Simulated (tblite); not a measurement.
Run record: tight-binding relaxation, `[C](#C[SiH2]C#CCN)[GeH3]`.

Computed with GFN2-xTB geometry optimisation, gas phase (tblite 0.8.0). Start geometry: from a force field or distance geometry. A driver script takes a list of jobs; this job's settings line and coordinates (Å) are shown.

Command:
```bash
OMP_NUM_THREADS=1 python probes_run.py task.json out
```

Input:
```
{"job": {"kind": "relax", "xc": "GFN2-xTB", "basis": "xTB"}, "charge": 0, "multiplicity": 1}
N     -4.165400     0.495400     0.075300
C     -3.221600    -0.562500     0.103200
C     -1.921100    -0.189100    -0.498900
C     -0.874000     0.148400    -1.029700
Si     0.680900     0.646200    -1.800100
C      1.984400     0.548600    -0.549300
C      2.857300     0.477900     0.304500
Ge     4.234400     0.383100     1.632100
H     -4.460500     0.829500     1.003600
H     -4.029500     1.206300    -0.646800
H     -2.984800    -0.761800     1.175300
H     -3.607700    -1.477800    -0.400000
H      0.992500    -0.216500    -2.964900
H      0.551900     2.027300    -2.340500
H      4.290500     1.714100     2.457200
H      4.028700    -0.861600     2.510500
H      5.637200     0.253900     0.958300
```

What does the run print?

```
step      E/eV     max force
  0    -590.21246    2.673
  1    -590.25032    4.751
  2    -590.41251    1.472
  3    -590.46107    1.100
  4    -590.49083    1.047
  5    -590.52384    0.478
  6    -590.53340    0.244
  7    -590.54022    0.186
  8    -590.54398    0.181
  9    -590.54823    0.189
... (57 lines left out)
 67    -590.66763    0.016
 68    -590.66767    0.021
 69    -590.66772    0.021
 70    -590.66777    0.021
 71    -590.66782    0.019
 72    -590.66786    0.014
 73    -590.66789    0.016
 74    -590.66792    0.011
 75    -590.66794    0.010
 76    -590.66796    0.010
```

«max force» is the largest atomic force in eV/Å.

From which step on does the largest force stay under 0.1 eV/Å, and how much energy is left to gain from there?

From step 45 (0.098 eV/Å), 4.3 meV above the end.

Summary of the converged run: energy lowered by 10.5 kcal/mol over 76 steps; largest atomic force 0.010 eV/Å at the end.

Hardware: an Arm Neoverse N1 with one thread, shared host with 64 logical CPUs at a one-minute load of 54. Cost: 1.0 s of wall time.
Labels such as C1 count atoms from 1, the log's own numbers from 0.
